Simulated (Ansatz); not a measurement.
Consider the redistribution: `[F][Cd][SH]` + `[F][Hf]([F])([SH])[SH]` → `[SH][Cd][SH]` + `[F][Hf]([F])([F])[SH]`.

Calculated with Ansatz (gas phase, PBE0-D4/def2-TZVP geometries, no zero-point term in ΔE). CCSD(T)/CBS is the MP2 limit (def2-TZVPP, def2-QZVPP) plus CCSD(T) − MP2 in def2-TZVPP, frozen cores. DFT in def2-TZVPP. def2 core potentials past Kr. For Cd, Hf outer-core shells are correlated without core-valence functions, which leaves a few kJ/mol of doubt a bond. Each species was taken in one conformer, which may not be the lowest.

| species | ωB97M-V energy (Eh) |
| --- | --- |
| `[F][Cd][SH]` | -666.39923 |
| `[F][Hf]([F])([SH])[SH]` | -1045.52139 |
| `[SH][Cd][SH]` | -965.33157 |
| `[F][Hf]([F])([F])[SH]` | -746.64305 |

**Question.** Work out ΔE.

**Answer.** ΔE = (-965.33157) + (-746.64305) − (-666.39923) − (-1045.52139) = -0.05400 Eh = -1.47 eV. CCSD(T)/CBS gives -1.43 eV.

Largest T1 diagnostic among the species: 0.016.

In def2-TZVPP, CCSD(T) changes the Hartree–Fock value by +0.08 eV (the triples alone add +0.02 eV) and MP2 by +0.04 eV. From PBE to PBE0 (25 % exact exchange), in def2-TZVPP and without D4, ΔE moves by −0.05 eV. Leaving LDA and LC-ωPBE aside and taking each functional with its dispersion term where it has one, the values, not all of them listed here, spread over 0.09 eV, from BHLYP-D4 to revPBE-D4. LDA lies −0.05 eV from PBE without D4.
